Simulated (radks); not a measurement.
Q: The mean radii <r> (bohr) of the occupied orbitals of an atom or ion are listed with their occupations. Method: scalar-relativistic Kohn-Sham, exchange-only LDA, spin-polarised, spherical densities, point nucleus; computed with a radial shooting solver on a logarithmic mesh with Libxc functionals.

| orbital | occ. | <r> |
|---|---|---|
| 1s up | 1 | 0.03347 |
| 1s down | 1 | 0.03347 |
| 2s up | 1 | 0.1454 |
| 2s down | 1 | 0.1453 |
| 2p up | 3 | 0.1267 |
| 2p down | 3 | 0.1265 |
| 3s up | 1 | 0.3840 |
| 3s down | 1 | 0.3853 |
| 3p up | 3 | 0.3788 |
| 3p down | 3 | 0.3803 |
| 3d up | 5 | 0.3473 |
| 3d down | 1 | 0.3494 |

Name the element and its charge. Open shells, if any, are filled with parallel spins first.

A: Z = 44, ruthenium, charge +20: Ru20+ in [Ar] 3d6. The 1s radius gives Z: for a bare nucleus <r> = (2 gamma + 1)/(2Z) with gamma = sqrt(1 - (Z/c)^2), 0.03289 bohr for Z = 44, and screening makes it slightly larger (0.03347 here). The occupations add up to 24, and the charge is Z minus that.
